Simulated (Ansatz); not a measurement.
CH5BFN (`NBCF`). Total charge 0; spin multiplicity 1. The geometry is a stationary point of PBE0-D4/def2-TZVP. It is one conformer, not always the lowest.

```xyz
9

N    -0.837    1.133   -0.120
B    -0.547   -0.209   -0.284
C     0.842   -0.765    0.202
F     1.645    0.230    0.768
H    -1.700    1.560   -0.405
H    -0.176    1.764    0.305
H    -1.344   -0.946   -0.791
H     0.714   -1.555    0.953
H     1.404   -1.213   -0.628
```

Problem. What is the dipole moment at ωB97M-V/def2-TZVPP? (Estimate.)

Solution. Computed: 1.48 D, with components (-1.31, 0.50, -0.47) D in this frame, pointing from negative to positive charge.

Problem. And with PBE, r2SCAN, B3LYP? (Estimate.)

Solution. Ansatz gave: PBE 1.44 D, r2SCAN 1.45 D, B3LYP 1.49 D.

Problem. Give the Mulliken charges with ωB97M-V, r2SCAN, B3LYP in def2-TZVPP. (Estimate.)

Solution. Ansatz gave: 
```csv
atom,ωB97M-V,r2SCAN,B3LYP
N1,-0.22,-0.30,-0.26
B2,-0.07,0.04,-0.03
C3,0.04,0.12,0.07
F4,-0.27,-0.28,-0.28
H5,0.14,0.18,0.17
H6,0.14,0.18,0.17
H7,0.05,-0.02,0.01
H8,0.09,0.04,0.08
H9,0.09,0.04,0.08
```

B3LYP here is the variant with VWN-RPA as its local correlation; programs differ in this.
